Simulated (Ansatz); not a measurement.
This geometry of C2H8OSSi (13 atoms, charge 0, multiplicity 1) is a first-order saddle point.

All numbers below come from UKS PBE-D4/6-31G* in Ansatz 0.2.0.

```xyz
13
Properties=species:S:1:pos:R:3
C -0.721 -0.620 1.493
O 0.595 -0.234 1.093
C 1.040 -0.896 -0.040
S 0.149 -0.411 -1.639
Si 0.020 2.110 -1.216
H -0.776 -1.711 1.678
H -1.467 -0.338 0.725
H -0.934 -0.075 2.424
H 2.106 -0.652 -0.164
H 0.898 -1.994 0.016
H -1.033 1.973 -0.118
H 1.077 0.704 -1.824
H -0.933 2.111 -2.412
```

**Question.** Which two structures does it join? (They come from a converged band through this point; their orientation in space is the band's.)

**Answer.** Bonds broken: Si5–H12. Bonds formed: S4–H12.

Initial state:

```xyz
13
Properties=species:S:1:pos:R:3
C -0.694 -0.727 1.636
O 0.537 -0.292 1.057
C 0.868 -0.971 -0.119
S -0.223 -0.581 -1.598
Si -0.061 1.567 -1.491
H -0.663 -1.812 1.861
H -1.548 -0.523 0.964
H -0.812 -0.161 2.572
H 1.900 -0.680 -0.364
H 0.798 -2.072 -0.007
H -0.890 2.171 -0.397
H 1.372 1.965 -1.291
H -0.561 2.080 -2.808
```

Final state:

```xyz
13
Properties=species:S:1:pos:R:3
C -0.703 -1.038 1.755
O 0.418 -0.248 1.346
C 0.899 -0.561 0.094
S -0.269 0.116 -1.269
Si 0.455 2.393 -1.450
H -0.465 -2.119 1.710
H -1.590 -0.836 1.125
H -0.919 -0.749 2.793
H 1.857 -0.036 -0.046
H 0.981 -1.652 -0.089
H -0.883 2.794 -0.797
H 0.425 -0.438 -2.299
H -0.184 2.338 -2.858
```

**Question.** How far does it lie above each of them?

**Answer.** 2.49 eV above the first and 0.40 eV above the second. This is the barrier of this one path; another mechanism may lie lower. The orbitals were unrestricted but ended closed-shell.

Run time: 5.7 min on 2 threads of Intel(R) Xeon(R) Gold 6455B (Sapphire Rapids), with other jobs on the host, peak memory 0.23 GiB.
